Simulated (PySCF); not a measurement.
Species: FH8N3Si3.
SMILES with atom numbers: `[F:1][SiH:2]1[NH:3][SiH2:4][NH:5][SiH2:6][NH:7]1` (hydrogens: H8 on Si2; H9 on N3; H10, H11 on Si4; H12 on N5; H13, H14 on Si6; H15 on N7)

Geometry (PBE0-D3(BJ)/def2-SVP, Å), atoms numbered from 1 in this order:
```xyz
15
FH8N3Si3 angstrom
F     -1.770   -2.035    1.629
Si    -1.314   -1.325    0.236
N      0.382   -1.548    0.045
Si     1.617   -0.399   -0.385
N      0.800    1.095   -0.717
Si    -0.669    1.728   -0.044
N     -1.668    0.356    0.337
H     -2.124   -2.039   -0.783
H      0.712   -2.462    0.349
H      2.369   -0.774   -1.623
H      2.618   -0.325    0.726
H      1.179    1.627   -1.494
H     -0.476    2.553    1.190
H     -1.277    2.626   -1.076
H     -2.563    0.563    0.776
```

Method: TDDFT CAM-B3LYP/def2-SVPD, vertical, gas phase, core orbitals frozen in the response in PySCF.

Ground-to-excited transition dipoles (e·a0, same axes as the geometry; the sign carries no meaning), for the states with f of 0.002 or more among the lowest 10:

```
state  E (eV)      μx      μy      μz
   S1   6.545   0.118   0.142  -0.092
   S3   6.867   0.137   0.154   0.056
   S4   6.957  -0.087   0.077   0.011
   S6   7.409   0.083   0.018   0.561
   S7   7.528  -0.159   0.147   0.003
   S8   7.699  -0.017   0.036  -0.284
  S10   8.016  -0.074  -0.074  -0.110
```

Question: Work out the oscillator strengths.

Answer: f = (2/3) ΔE |μ|² with ΔE in hartree (27.2114 eV).

```tsv
state	|μ|² (au)	|μ| (D)	f
S1	0.043	0.52	0.007
S3	0.045	0.54	0.008
S4	0.014	0.30	0.002
S6	0.322	1.44	0.058
S7	0.047	0.55	0.009
S8	0.082	0.73	0.015
S10	0.023	0.39	0.005
```

Question: What angle do the transition dipoles of S6 and S8 make?

Answer: |cos θ| = |μa·μb| / (|μa| |μb|) = 0.98, so θ ≈ 10° (taken between 0 and 90°, since the signs are arbitrary).

Question: What peak molar absorption coefficient would the strongest computed level give as a lone Gaussian band 0.3 eV wide at half height?

Answer: ε(max) = 2.175×10⁸ f / FWHM, with the width in cm⁻¹. S6: 2.175×10⁸ × 0.0584 / 2420 ≈ 5300 L mol⁻¹ cm⁻¹.

The vertical ionisation energy (ΔSCF) is 9.68 eV, 1.66 eV above S10.

One conformer stands for the species.

Without π bonds the low states may be Rydberg-like; a valence basis with one diffuse set may place them up to an eV too high.
